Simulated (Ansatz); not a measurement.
Consider the ligand exchange at a B–C bond: `CB(Br)CF` + CH₃SH → `CSB(C)Br` + fluoromethane.

Calculated with Ansatz (gas phase, PBE0-D4/def2-TZVP geometries, no zero-point term in ΔE). CCSD(T)/CBS is the MP2 limit (def2-TZVPP, def2-QZVPP) plus CCSD(T) − MP2 in def2-TZVPP, frozen cores. This one scheme is used for every species. DFT in def2-TZVPP. For Br outer-core shells are correlated without core-valence functions, which leaves a few kJ/mol of doubt a bond. Scalar relativity is left out up to krypton. One conformer a species, not always the lowest.

CCSD(T)/CBS gives -89.9 kJ/mol.

Task: Another level gave -89.0 kJ/mol. Which?
A. ωB97X-V/def2-TZVPP
B. r2SCAN-D4/def2-TZVPP
C. MP2/def2-TZVPP
D. HF/def2-TZVPP

Result: B. r2SCAN-D4 -89.0, ωB97X-V -82.6, HF/def2-TZVPP -73.5, MP2/def2-TZVPP -97.7 kJ/mol.

Largest T1 diagnostic among the species: 0.011.

The D4 term adds −7.2 kJ/mol with B3LYP and −3.8 kJ/mol with PBE0; it sums over pairs of atoms, weighted by their polarisabilities, and B3LYP, whose exchange is more repulsive, gets the larger term. In def2-TZVPP, CCSD(T) changes the Hartree–Fock value by −15.1 kJ/mol (the triples alone add −4.7 kJ/mol) and MP2 by −24.2 kJ/mol.

B3LYP here is the variant with VWN-RPA as its local correlation; programs differ in this.
